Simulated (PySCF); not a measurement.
Simulated Cl 2p region for `O=S(=O)(Cl)C(F)(F)F` (CF3SO2Cl), binding energy against the vacuum level.

Every computed line was given a Gaussian of 0.4 eV full width at half maximum and an area set by the number of equivalent atoms (split 2:1 within a doublet); the highest printed point is 100. Level of theory: delta-SCF UKS SCAN, pcX-2 on the ionised atom, pcseg-1 elsewhere, spin-free X2C in PySCF 2.14.0.

| binding energy (eV) | intensity |
| --- | --- |
| 206.9 | 0 |
| 207.0 | 2 |
| 207.1 | 10 |
| 207.2 | 29 |
| 207.3 | 62 |
| 207.4 | 94 |
| 207.5 | 100 |
| 207.6 | 75 |
| 207.7 | 40 |
| 207.8 | 15 |
| 207.9 | 4 |
| 208.0 | 1 |
| 208.1 | 0 |
| 208.2 | 0 |
| 208.3 | 0 |
| 208.4 | 0 |
| 208.5 | 0 |
| 208.6 | 0 |
| 208.7 | 2 |
| 208.8 | 8 |
| 208.9 | 22 |
| 209.0 | 39 |
| 209.1 | 50 |
| 209.2 | 46 |
| 209.3 | 30 |
| 209.4 | 13 |
| 209.5 | 4 |
| 209.6 | 1 |
| 209.7 | 0 |

Question: Count the maxima, the lines and the sites behind this envelope.

Answer: The curve has 2 maxima (at 207.5 and 209.1 eV). Under it lie 2 lines from 1 inequivalent chlorine site, drawn as a 2p3/2, 2p1/2 pair.

Question: Decompose the envelope and assign each component. Numbering: `[O:1]=[S:2](=[O:3])([Cl:4])[C:5]([F:6])([F:7])[F:8]`.

Answer: 
```tsv
position (eV)	relative area	line	atoms	environment
207.47	0.67	Cl 2p3/2	Cl4	chlorine bonded to S
209.12	0.33	Cl 2p1/2	Cl4	chlorine bonded to S
```

Question: What are the centre and the root-mean-square width of the whole band?

Answer: The area-weighted mean of the lines is 208.02 eV. Their own spread about it is 0.78 eV (rms) and each Gaussian has σ = 0.4/2.355 = 0.17 eV; the variances add, which gives 0.80 eV.

Shake-up satellites, vibrational structure and lifetime widths aren't simulated. The 2p values add to the ΔSCF energy of one spin-free hole a correction within the shell (spin–orbit coupling, ligand field). 2p1/2 minus 2p3/2 (ligand field included): Cl 1.65 eV. Geometry: GFN2-xTB; no solvent, vibrations or thermal averaging.

The values belong to the conformer `[O:1]=[S:2](=[O:3])([Cl:4])[C:5]([F:6])([F:7])[F:8]`: O1–S2–C5–F6 -66°.
